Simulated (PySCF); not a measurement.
Ligands exchanged one at a time, Ga Cl-SH. Gas-phase values, no solvent. One relaxed conformer stands for each flexible species; it need not be the lowest. Strings in code marks are SMILES.

Level of theory: r2SCAN-D4/def2-TZVP run with PySCF. Excitations are Tamm–Dancoff values on a coarser integration grid. The basis has no diffuse functions, so Rydberg states are missing or too high.

```tsv
species	S1–T1 gap (TDA) (eV)	S1 excitation (TDA) (eV)	S1 oscillator strength	HOMO (eV)
0 of 3 Cl replaced by SH (`[Cl][Ga]([Cl])[Cl]`)	0.38	5.89	[?]	[?]
1 of 3 Cl replaced by SH (`[SH][Ga]([Cl])[Cl]` (H–S–Ga–Cl torsion 180°))	0.44	5.25	0.009	-7.43
2 of 3 Cl replaced by SH (`[SH][Ga]([SH])[Cl]` (H–S–Ga–Cl torsion 0°, Cl–Ga–S–H torsion -180°))	0.37	5.15	[?]	[?]
3 of 3 Cl replaced by SH (`[Ga]([SH])([SH])[SH]`)	0.29	5.13	0.000	-6.75
```

Task: Complete the blanks.

Result: 
- 0 of 3 Cl replaced by SH (`[Cl][Ga]([Cl])[Cl]`), S1 oscillator strength: 0.000
- 0 of 3 Cl replaced by SH (`[Cl][Ga]([Cl])[Cl]`), HOMO (eV): -8.40
- 2 of 3 Cl replaced by SH (`[SH][Ga]([SH])[Cl]` (H–S–Ga–Cl torsion 0°, Cl–Ga–S–H torsion -180°)), S1 oscillator strength: 0.000
- 2 of 3 Cl replaced by SH (`[SH][Ga]([SH])[Cl]` (H–S–Ga–Cl torsion 0°, Cl–Ga–S–H torsion -180°)), HOMO (eV): -6.99
